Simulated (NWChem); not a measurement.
System: SiHSCl, singlet; SMILES S[Si]Cl

Here is an NWChem input.

```
start job
memory heap 200 mb stack 900 mb global 1100 mb
geometry units angstroms noautosym nocenter noautoz
  Si     0.969693     0.039623     0.000000
  Cl    -0.431650     1.601031     0.000000
  S     -0.434936    -1.585349     0.000000
  H      0.537316    -2.527357     0.000000
end
basis spherical
  * library def2-tzvp
end
dft
  xc xpbe96 cpbe96
  iterations 150
end
tddft
  cis
  ecut -85.0
  nroots 6
  notriplet
end
task tddft energy
```

Low-valent species are run as closed-shell singlets; no triplet was tried in these runs. The geometry was optimised at PBE0/def2-SVP.

Core excitations by TDA in a window of 1s orbitals, non-relativistic and unshifted: absolute energies depend strongly on the exact-exchange share.

What results follow from this input? (PBE/def2-TZVP, restricted-window TDA.) Quantities: first 1s excitation (eV); dipole oscillator strength of the first; first state with f > 0.002 (eV); dipole oscillator strength of that state.

first 1s excitation (eV): 2393.1
dipole oscillator strength of the first: 0.0013
first state with f > 0.002 (eV): 2395.7
dipole oscillator strength of that state: 0.0030
